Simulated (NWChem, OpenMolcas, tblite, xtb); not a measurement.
**A ladder of methods for GeH2Cl2O (SMILES [OH][GeH]([Cl])[Cl])**

The species is GeH2Cl2O (6 atoms), meant as a singlet with charge 0. SMILES: `[OH][GeH]([Cl])[Cl]`. The shape is that of a PBE0-D4/def2-TZVP optimisation. This is one conformer, not always the lowest.

```xyz
6

O    -0.1610    1.2910   -0.6142
Ge   -0.0654   -0.1488    0.3789
Cl    1.9485   -0.8626    0.4217
Cl   -1.2524   -1.7006   -0.4874
H     0.1264    1.1520   -1.5210
H    -0.5540    0.2049    1.7757
```

Quantity: the dipole moment, in D. The values are calculated.

| level | kind | program | value (D) | CPU time |
| --- | --- | --- | --- | --- |
| IPEA1-xTB | semi-empirical | tblite | 1.63 | under 2 s |
| GFN0-xTB | semi-empirical | xtb | 0.44 | under 2 s |
| HF/cc-pVDZ | Hartree–Fock | OpenMolcas | 0.71 | 9.8 s |
| SVWN5/cc-pVDZ | LDA | OpenMolcas | 0.85 | 23 s |
| PBE/cc-pVDZ | GGA | OpenMolcas | 0.87 | 33 s |
| M06-L/cc-pVDZ | meta-GGA | OpenMolcas | 0.96 | 45 s |
| M06-2X/cc-pVDZ | hybrid meta-GGA | NWChem | 0.77 | 2.1 min |

All-electron rows without a relativistic Hamiltonian named are non-relativistic. The values span 0.44 to 1.63 D. Magnitudes only. CPU times are rough (shared hosts, several kinds of processor): they show what a rung costs within a factor of a few.
